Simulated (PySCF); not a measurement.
Compound: BF₃.
Bonds: F1–B2, B2–F3, B2–F4.

Computed by this run: PBE0-D3(BJ)/def2-SVP geometry optimisation, gas phase in PySCF; density fitting, grid level 1; the optimiser is geomeTRIC in internal coordinates, started from a GFN2-xTB structure with every atom displaced at random (about 0.01 Å).

Step 0: E = -8816.2951 eV
```
atom  x, y, z in Å  |  force x, y, z in eV/Å
F1     -1.0852   -0.5864    0.7044   -1.190  -0.261   0.162
B2     -0.0031   -0.0032    0.3145    0.112   0.513  -0.444
F3      1.1248   -0.4764    0.7083    1.440  -0.531   0.485
F4      0.0015    1.0407   -0.4706   -0.361   0.279  -0.203
```

Q: Estimate the geometry and energy of step 1. (The exact step hangs on the optimiser's Hessian estimate; all steps are aligned on step 0, rigid shifts and turns removed.)

A: E = -8816.3394 eV, largest force 0.264 eV/Å
```
atom  x, y, z in Å  |  force x, y, z in eV/Å
F1     -1.1140   -0.5679    0.6907    0.231  -0.028   0.009
B2      0.0146   -0.0072    0.3143   -0.136  -0.144   0.116
F3      1.1670   -0.4902    0.7215   -0.218   0.117  -0.094
F4     -0.0296    1.0400   -0.4700    0.123   0.054  -0.031
```

The energy changes by -0.0443 eV. The first-order estimate −F·Δx gives -0.1128 eV and the mean of the old and new forces, exact on a quadratic surface, -0.0438 eV. The step makes an angle of 42° with the force vector and moves no atom by more than 0.046 Å.

What follows is the cost of the whole optimisation. Hardware: one thread, Arm Neoverse V1 (aarch64), on a shared host. Cost: 8.4 s of wall time, 0.28 GiB resident at most.
